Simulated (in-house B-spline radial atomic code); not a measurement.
## Ionising the manganese ion Mn²²⁺ with different functionals

Computed with a B-spline radial code for spherical atoms: scalar-relativistic (spin-free X2C) Hamiltonian, Fermi nucleus of rms radius 3.7057 fm, spin-polarised at highest spin, spherical fractional occupations for the functionals. The ionisation energy is the difference of two self-consistent energies, [He] 2s1 → 1s2, without Breit or QED terms; ε is the level of the shell that loses the electron (its least bound occupied spin orbital).

```json
{"method": "HF fractional", "rung": "Hartree-Fock", "ΔSCF (eV)": "1880.37", "-ε(2s) (eV)": "1880.39"}
{"method": "LDA exchange-only", "rung": "LDA", "ΔSCF (eV)": "1876.36", "-ε(2s) (eV)": "1839.36"}
{"method": "RPBE", "rung": "GGA", "ΔSCF (eV)": "1882.98", "-ε(2s) (eV)": "1844.97"}
{"method": "BP86", "rung": "GGA", "ΔSCF (eV)": "1881.99", "-ε(2s) (eV)": "1844.89"}
{"method": "revTPSS", "rung": "meta-GGA", "ΔSCF (eV)": "1881.48", "-ε(2s) (eV)": "1846.40"}
{"method": "r2SCAN0", "rung": "global hybrid", "ΔSCF (eV)": "1879.65", "-ε(2s) (eV)": "1855.39"}
{"method": "TPSSh", "rung": "global hybrid", "ΔSCF (eV)": "1881.96", "-ε(2s) (eV)": "1849.74"}
```

**Question.** Among the functionals, which spreads more, the ΔSCF values or the orbital energies?

**Answer.** The orbital energies: ΔSCF values span about 6.63 eV and the orbital energies 16.03 eV.

**Question.** How do they compare with the NIST value?

**Answer.** NIST lists 1879.87 eV ± 0.007 (tabulated theory, ground level to ground level). Errors run from -3.52 to +3.11 eV; r2SCAN0 is closest (-0.22 eV), but part of that can be cancellation, since the calculations leave out Breit-QED terms.
